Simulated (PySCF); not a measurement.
**Identify the compound**

An unknown has the formula C3H8F2O2Si2. Its calculated NMR data are:

$^{1}$H NMR (600 MHz, computed): δ 6.59 (m, 1H), 5.31 (q, 2H), 3.90 (br s, 1H), 3.59 (t, 3H), 3.49 (br s, 1H).

$^{13}$C{$^{1}$H} NMR (computed): δ 163.2 (C), 120.8 (CH), 68.9 (CH2).

Single conformer, no solvent model, non-relativistic Hamiltonian, averaged over atoms made equivalent by symmetry, fast rotation or ring inversion. Coordinates at the GFN2-xTB level; PBE0/pcSseg-1 with gauge-including orbitals; PySCF 2.14.0 with density-fitted response routines.

Shifts are taken against calculated references (same method and geometry level): $^{1}$H (σ = 31.72 ppm) and $^{13}$C (σ = 186.93 ppm) against TMS.

Question: Which of these isomers gave the spectra?
A. C=C(O[SiH2][SiH3])OC(F)F
B. C=C(O[SiH3])O[C@H](F)[SiH2]F
C. C=CO[Si@@](O)([SiH3])C(F)F

Answer: A. 

1. Rings plus π bonds: 1 (no ring in the answer).
2. 3 carbon signals for 3 carbons: no two carbons are equivalent.
3. Carbon types of the structure: 1 × C, 1 × CH, 1 × CH2, leaving 5 H on heteroatoms.
4. δC 163.2: alkene carbon bearing oxygen; an sp2 carbon further deshielded by the attached heteroatom.
5. δC 120.8: sp3 CH bonded to 2 F and O; 3 electronegative neighbours deshield it.
6. δC 68.9: β carbon of an enol-ether or enamine type C=C; the O or N lone pair pushes π density onto this β carbon and shields it.
7. δH 6.59: hydrogen on an sp3 CH bonded to 2 F and O; its carbon carries F and O, which withdraws density.
8. δH 3.90, 3.49: hydrogen on a β carbon of an enol-ether or enamine type C=C; lone-pair donation from O or N shields it, upfield of ordinary alkene protons.

The others: C=C(O[SiH3])O[C@H](F)[SiH2]F would give 6 signals for carbon-bound and other non-exchanging H, not 5; C=CO[Si@@](O)([SiH3])C(F)F has carbons computed at 150.8, 127.4, 103.2, with a different DEPT pattern.

Splittings by $^{19}$F in the carbon and heteronuclear signals aren't shown, as no couplings were computed. Shifts are as computed. Against solution values, carbons near 30 ppm lie about +3 ppm off and those near 130 ppm about +5 ppm. Of 1309 compounds with measured shifts, 239 miss one by over three times the rms of a fit or turn the order of signals round; such compounds aren't used in these exercises. Multiplicities follow the n + 1 count of equivalent neighbours, as no J values were calculated; m marks all less simple cases, F and P coupling included.
